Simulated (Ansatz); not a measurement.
Gas-phase reaction in SMILES: [CH3][Ge]([CH3])([CH3])[C](F)(F)F + 3 C (CH4) + 3 [GeH4] (GeH4) → 3 CF (CH3F) + 4 [CH3][GeH3]
Geometries: B3LYP-D3(BJ)/def2-TZVP minima from Ansatz (a quantum-chemistry and plane-wave program), one conformer each, not searched for the lowest.

Quantity: bond separation energy (electronic energy difference), in eV. Correlated levels leave the core frozen unless marked. No spin-orbit coupling. The frozen core is the preceding noble-gas configuration, with the filled d and f shells of earlier blocks. No relativistic terms. Basis-set limits of correlation are two-point, X^-3; Hartree-Fock from the larger set. The bracket is a focal-point correction in the basis named.

RI-MP2/CBS(aug-cc-pVTZ,aug-cc-pVQZ)+[CCSD(T)-MP2]/aug-cc-pVTZ (Ansatz) gives 1.37 eV.

Problem. Another calculation gave 1.35 eV. Which level was it?
A. SVWN5/def2-TZVPD (Ansatz)
B. BLYP/def2-TZVPD (Ansatz)
C. LC-wPBE/def2-TZVPD (Ansatz)
D. r2SCAN/def2-TZVPD (Ansatz)

Solution. C, LC-wPBE/def2-TZVPD (Ansatz). The others give 1.21 (BLYP), 1.55 (r2SCAN), 1.68 (SVWN5) eV.
